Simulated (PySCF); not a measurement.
Job file and geometry (Å, from GFN2-xTB) of an NMR shielding run on SMILES C[Si@H]1C[Si@H](NC2CC2)C1, C6H15NSi2, GIAO PBE0/pcSseg-1 NMR shielding, non-relativistic, gas phase (PySCF); density fitting, a coarse starting grid and PySCF grid level 2 are the driver's defaults:

```
$ OMP_NUM_THREADS=1 python probes_run.py task.json out

{"job": {"kind": "nmr", "xc": "PBE0", "basis": "pcSseg-1"}, "charge": 0, "multiplicity": 1}
C     -4.142539     0.170493    -0.585542
Si    -2.437694    -0.652663    -0.502945
C     -1.039057     0.388297    -1.307593
Si    -0.186132     0.646819     0.396552
N      1.355939    -0.044518     0.713936
C      2.573453     0.472207     0.196246
C      3.882640    -0.133697     0.594486
C      3.380808    -0.289529    -0.816504
C     -1.554890    -0.433900     1.182177
H     -4.091807     1.202534    -0.252470
H     -4.535771     0.166287    -1.596983
H     -4.855773    -0.347570     0.047107
H     -2.517975    -2.044959    -0.974645
H     -0.441100    -0.155416    -2.034897
H     -1.375437     1.295523    -1.802804
H     -0.102443     2.048426     0.819784
H      1.408981    -1.037480     0.881938
H      2.523601     1.547091     0.085778
H      4.725362     0.515663     0.774392
H      3.861863    -1.004307     1.232909
H      3.878084     0.254175    -1.604467
H      3.024135    -1.263581    -1.115808
H     -2.141538     0.077137     1.939266
H     -1.204448    -1.357269     1.634013
```

**Question.** Write the output of this run.

**Answer.** 
```
coarse grid: 20128 points
cycle   1  E = -870.5924844065  dE =  1.012e+00  |g| = 6.712e-01  |ddm| = 4.406e+00
cycle   2  E = -870.5530986087  dE =  3.939e-02  |g| = 7.745e-01  |ddm| = 1.320e+00
cycle   3  E = -870.7056884528  dE = -1.526e-01  |g| = 5.142e-02  |ddm| = 7.840e-01
cycle   4  E = -870.7061993463  dE = -5.109e-04  |g| = 2.660e-02  |ddm| = 8.409e-02
cycle   5  E = -870.7063649025  dE = -1.656e-04  |g| = 6.823e-03  |ddm| = 3.022e-02
cycle   6  E = -870.7063751446  dE = -1.024e-05  |g| = 1.639e-03  |ddm| = 7.788e-03
cycle   7  E = -870.7063757273  dE = -5.827e-07  |g| = 5.456e-04  |ddm| = 2.180e-03
final grid: 182672 points
cycle   8  E = -870.7571868719  dE = -4.350e-05  |g| = 1.009e-02  |ddm| = 3.236e-02
cycle   9  E = -870.7571761333  dE =  1.074e-05  |g| = 1.217e-02  |ddm| = 2.076e-02
cycle  10  E = -870.7572125379  dE = -3.640e-05  |g| = 7.175e-04  |ddm| = 1.134e-02
cycle  11  E = -870.7572126196  dE = -8.168e-08  |g| = 3.478e-04  |ddm| = 9.821e-04
cycle  12  E = -870.7572126459  dE = -2.627e-08  |g| = 5.692e-05  |ddm| = 3.582e-04
cycle  13  E = -870.7572126465  dE = -6.155e-10  |g| = 2.060e-05  |ddm| = 7.239e-05
converged SCF energy = -870.7572126465

GIAO shielding tensors (ppm)
atom      isotropic    diamagn.    paramagn.     s11        s22        s33       span
  0 C      187.426     252.337     -64.911    182.957    186.610    192.711      9.754
  1 Si     368.997     883.060    -514.063    332.015    382.463    392.512     60.497
  2 C      177.099     263.065     -85.965    157.619    178.541    195.139     37.520
  3 Si     361.376     883.201    -521.825    322.292    350.630    411.207     88.915
  4 N      210.096     326.908    -116.812    167.725    211.644    250.920     83.195
  5 C      156.849     235.291     -78.442    117.573    142.439    210.536     92.963
  6 C      178.334     260.607     -82.273    145.211    174.417    215.374     70.163
  7 C      176.420     253.221     -76.801    140.932    173.105    215.223     74.291
  8 C      181.673     261.718     -80.045    156.114    192.557    196.348     40.234
  9 H       31.558      31.819      -0.261     27.139     30.224     37.312     10.173
 10 H       31.429      28.259       3.170     26.915     28.380     38.991     12.077
 11 H       31.438      27.855       3.583     26.951     28.382     38.980     12.029
 12 H       26.795      31.125      -4.330     23.506     25.170     31.709      8.203
 13 H       31.046      35.570      -4.524     26.550     29.584     37.005     10.455
 14 H       31.342      34.108      -2.767     26.756     29.671     37.598     10.842
 15 H       26.261      32.133      -5.871     22.172     25.635     30.977      8.805
 16 H       32.091      37.595      -5.504     22.891     34.079     39.303     16.412
 17 H       29.598      29.612      -0.014     22.766     29.279     36.750     13.983
 18 H       31.091      30.025       1.066     25.086     26.761     41.428     16.342
 19 H       31.609      31.892      -0.284     26.128     29.583     39.115     12.987
 20 H       31.173      30.415       0.757     25.770     26.678     41.069     15.299
 21 H       31.734      32.178      -0.445     27.291     29.213     38.696     11.405
 22 H       31.128      33.088      -1.960     26.551     29.060     37.774     11.223
 23 H       31.337      34.681      -3.344     26.801     29.638     37.571     10.770
```

Size and cost of the density-fitted run: 242 basis functions, 100 s wall time on 1 thread of an Arm Neoverse N1, shared host; peak memory 1.1 GiB.
